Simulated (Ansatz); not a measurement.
Input file for `[SH][Al]1[CH2]NC[O]1`:

```yaml
crystal:
  periodic: [false, false, false]
  atoms:
    - {symbol: S, position_ang: [0.981818, 3.214448, 0.263862]}
    - {symbol: Al, position_ang: [0.360421, 1.132193, 0.179466]}
    - {symbol: C, position_ang: [0.762616, -0.613155, 0.988084]}
    - {symbol: N, position_ang: [0.105575, -1.467363, -0.027285]}
    - {symbol: C, position_ang: [-1.050669, -0.822689, -0.618151]}
    - {symbol: O, position_ang: [-0.853530, 0.560513, -0.887347]}
    - {symbol: H, position_ang: [0.092624, 3.558136, -0.686178]}
    - {symbol: H, position_ang: [0.295604, -0.772519, 1.966177]}
    - {symbol: H, position_ang: [1.808795, -0.899520, 1.094856]}
    - {symbol: H, position_ang: [0.770647, -1.680929, -0.760432]}
    - {symbol: H, position_ang: [-1.297048, -1.340158, -1.548885]}
    - {symbol: H, position_ang: [-1.899753, -0.924158, 0.069730]}
basis:
  gaussian: {orbitals: def2-SVP}
correlation: {method: ccsd_t}
```

```sh
$ ansatz run in.yaml --threads 4 --pin off --events-out ev --progress --plain --max-ram 10444MiB
```

Output of Ansatz, abridged:

```
Functional definition: HF
1194 factors; integrals over basis functions are off by at most 1.4e-3 eV
mean field evaluation 1: about -23063.1711 eV, gradient 4.0e1 eV
mean field evaluation 2: about -23063.1823 eV, gradient 4.0e1 eV
mean field evaluation 4: about -23067.0243 eV, gradient 4.3e0 eV
mean field evaluation 8: about -23067.0851 eV, gradient 9.5e-2 eV
mean field evaluation 16: about -23067.0679 eV, gradient 1.2e0 eV
mean field -23067.08520108 eV, -847.6997457080 hartree, gradient 3.4e-6 eV, S^2 0.000000; 0 other end points of the search recorded, 0 dependent functions left out
14 core orbitals not correlated: weight in the atoms' cores, before any rotation towards them, 1.000 or more for the frozen orbitals, at most 0.000 for the correlated occupied ones
reference -23067.08520108 eV, -847.6997457080 hartree; 17, 17 occupied and 91, 91 virtual orbitals, 1194 factors
second order -22.10756549 eV of doubles, -0.00000000 eV of singles
cycle   1  -22.85710204 eV  change   -7.5e-1 eV  update   1.1e-1
cycle   2  -23.42498368 eV  change   -5.7e-1 eV  update   3.3e-2
cycle   3  -23.57117015 eV  change   -1.5e-1 eV  update   1.9e-2
cycle   4  -23.56675867 eV  change    4.4e-3 eV  update   5.1e-3
cycle   5  -23.56465613 eV  change    2.1e-3 eV  update   2.5e-3
cycle   6  -23.56485564 eV  change   -2.0e-4 eV  update   8.5e-4
cycle   7  -23.56446049 eV  change    4.0e-4 eV  update   3.0e-4
cycle   8  -23.56439610 eV  change    6.4e-5 eV  update   9.4e-5
cycle   9  -23.56443579 eV  change   -4.0e-5 eV  update   3.7e-5
cycle  10  -23.56443628 eV  change   -4.9e-7 eV  update   1.4e-5
perturbative correction -0.70677419 eV, -0.0259734722 hartree
Total energy: -23091.35641155 eV, -848.5916962410 hartree
```

Hardware: 4 threads of a server CPU on a shared host. Wall time 28 s, peak host memory 0.68 GiB.

MP2 recovers 91.1 % of the CCSD(T) correlation energy and the triples give 2.9 %; T1 = 0.0132.
